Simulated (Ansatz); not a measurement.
A made-up structure of CH₃SeSi (charge -1), closed shell:

| atom | x (Å) | y (Å) | z (Å) |
| --- | --- | --- | --- |
| C1 | -0.4345 | 0.5486 | -0.8787 |
| Si2 | 0.3065 | -0.3601 | 0.6547 |
| Se3 | 1.1812 | -2.5881 | 0.9790 |
| H4 | -0.8125 | 1.7018 | -0.7743 |
| H5 | -0.5580 | 0.0443 | -1.9778 |
| H6 | 0.3172 | 0.6535 | 1.9971 |

It is relaxed with PBE-D4/def2-SVPD and then PBE0-D4/def2-TZVPD (Ansatz 0.2.0). Atoms count as bonded within 1.22 times the sum of their covalent radii (H–H: 0.88 Å). The end point is not checked to be a true minimum.

Problem. Does its bonding change? (Judge from chemistry; the calculation decides.)

Solution. By the calculation: No: no bond forms or breaks.

Where it ends: The first stage lowers the energy by 1.24 eV in 4 steps. It ends as CH₃SeSi ([CH2][SiH][Se]), total charge -1:
```
6
angstrom
C -0.3879 0.4900 -0.7847
Si 0.2736 -0.3215 0.5844
Se 1.0546 -2.3107 0.8741
H -0.7254 1.5195 -0.6910
H -0.4981 0.0392 -1.7658
H 0.2831 0.5835 1.7830
```

Labels in which every atom is bracketed show which atoms are joined, not bond orders.

For scale, one of the runs: PBE0-D4/def2-TZVPD relaxation, 164 basis functions, launched by `ansatz run in.yaml --threads 2 --pin off --events-out ev --progress --plain --max-ram 4352MiB`. Hardware: 2 CPU threads of an AMD EPYC 9R45, shared host. Wall time about 8.5 s.
